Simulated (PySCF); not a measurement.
Zr(Cl)2(OH) (Cl2HOZr), SMILES [OH][Zr]([Cl])[Cl] (connectivity only; charge and spin as stated), neutral, multiplicity 2.

The structure is a stationary point at PBE0-D3(BJ)/def2-SVP. The multiplicity is an assumed one; other spin states were not compared. The isomer is the one that the SMILES or the coordinates give; other isomers of the formula were not compared. The def2 effective core potentials stand for the cores of Zr; spin–orbit coupling is left out. One conformer was computed; it need not be the lowest.

Calculation: PBE0-D3(BJ)/def2-SVP (PySCF).

Frequencies are harmonic and unscaled.

| mode | ν (cm⁻¹) | IR (km/mol) | moving atoms (share of kinetic energy) |
|---|---|---|---|
| 1 | 72 | 0.3 | Zr 44 %, O 25 %, Cl 23 %, H 9 % |
| 2 | 89 | 4.2 | Cl 75 %, Zr 20 % |
| 3 | 131 | 0.0 | O 62 %, Cl 22 %, H 9 % |
| 4 | 313 | 184.8 | H 88 %, O 12 % |
| 5 | 371 | 23.4 | Cl 85 %, Zr 12 % |
| 6 | 422 | 107.6 | Cl 59 %, Zr 41 % |
| 7 | 435 | 130.5 | H 84 %, O 15 % |
| 8 | 758 | 151.6 | O 78 %, Zr 17 % |
| 9 | 3998 | 373.2 | H 94 % |
